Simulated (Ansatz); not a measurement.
Species: GeNH2F, charge 0, singlet. GeNH2F (SMILES [F][Ge][NH2]).
B3LYP-D3(BJ)/def2-TZVP minimum from Ansatz (a quantum-chemistry and plane-wave program):
```
N
H 1 1.0088
H 1 1.0107 2 113.21
Ge 1 1.8241 2 124.06 3 180.00
F 4 1.7829 1 94.57 2 -180.00
```
Charge 0, spin multiplicity 1.

Hartree-Fock and CCSD(T) correlation energies in hartree (Ansatz). Open shells are spin-unrestricted; no spin-orbit coupling. Correlated methods leave the cores frozen (noble-gas shells, and filled d and f shells in the p block). No relativity.

```csv
basis,X,E(HF),"E(corr, CCSD(T))"
cc-pVTZ,3,-2230.57709,-0.60159
cc-pVQZ,4,-2230.59536,-0.64580
cc-pV5Z,5,-2230.59935,withheld
```

Fit E(corr) = E∞ + A/X³ to X = 3 and 4, predict X = 5, and compare with the run.

A = (-0.60159 - (-0.64580))/(1/27 - 1/64) = 2.0647; E∞ = -0.64580 - A/64 = -0.67806; at X = 5, E∞ + A/125 = -0.66154. The run gave -0.66191, 0.37 mEh below the prediction. The same form on X = 4 and 5 gives E∞ = -0.67881, 0.75 mEh below the first estimate.
